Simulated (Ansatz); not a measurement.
`C[SiH](N)Br` + H–F → `C[SiH](F)Br` + NH₃ at 400 K and 1 bar (ligand exchange at the Si–N bond).

Isolated molecules relaxed with PBE0-D4/def2-TZVP in Ansatz; ΔE leaves out vibrations. CCSD(T)/CBS is the MP2 limit (def2-TZVPP, def2-QZVPP) plus CCSD(T) − MP2 in def2-TZVPP, frozen cores. This one scheme is used for every species. For Br outer-core shells are correlated without core-valence functions, which leaves a few kJ/mol of doubt a bond. Scalar relativity is left out up to krypton. One conformer a species, not always the lowest.

```json
{"species": "`C[SiH](N)Br`", "CCSD(T)/CBS energy (Eh)": "-2958.86440", "H − E (kJ/mol)": "224.2", "S (J/(mol·K))": "376.2"}
{"species": "H–F", "CCSD(T)/CBS energy (Eh)": "-100.39570", "H − E (kJ/mol)": "36.5", "S (J/(mol·K))": "182.2"}
{"species": "`C[SiH](F)Br`", "CCSD(T)/CBS energy (Eh)": "-3002.78099", "H − E (kJ/mol)": "158.2", "S (J/(mol·K))": "357.7"}
{"species": "NH₃", "CCSD(T)/CBS energy (Eh)": "-56.50880", "H − E (kJ/mol)": "104.2", "S (J/(mol·K))": "203.1"}
```

H − E and S are ideal-gas, rigid-rotor, harmonic terms from PBE0-D4/def2-TZVP, for one conformer and one mirror image of each species. 1 Eh = 2625.50 kJ/mol, R = 8.31446 J/(mol·K).

Problem. By hand: ΔE, ΔH, ΔS and ΔG.

Solution. ΔE = (-3002.78099) + (-56.50880) − (-2958.86440) − (-100.39570) = -0.02969 Eh = -78.0 kJ/mol. Δ(H − E) = 158.2 + 104.2 − 224.2 − 36.5 = 1.7, so ΔH = -76.3 kJ/mol. ΔS = 357.7 + 203.1 − 376.2 − 182.2 = 2.4 J/(mol·K). ΔG = -76.3 − 400 × (2.4)/1000 = -77.3 kJ/mol.

Problem. By hand: the equilibrium constant, and the temperature at which ΔG would vanish if ΔH and ΔS stayed fixed.

Solution. log₁₀ K = −ΔG/(RT ln 10) = 10.1. ΔH and −TΔS have one sign here, so there is no such temperature.

The number of gas molecules stays the same, so ΔS is small and ΔH decides. A doubt of 5 kJ/mol in ΔE shifts log₁₀ K by 0.7 here. Other conformers and mirror images would add mixing entropy, several J/(mol·K) or more a flexible species. These are equilibria of isolated gas molecules and say nothing of rates. Largest T1 diagnostic: 0.009 (customary marks: 0.02 for closed shells, 0.045 for open ones).

ΔS is within the doubt of such terms, so its sign, and with it that verdict, could turn.
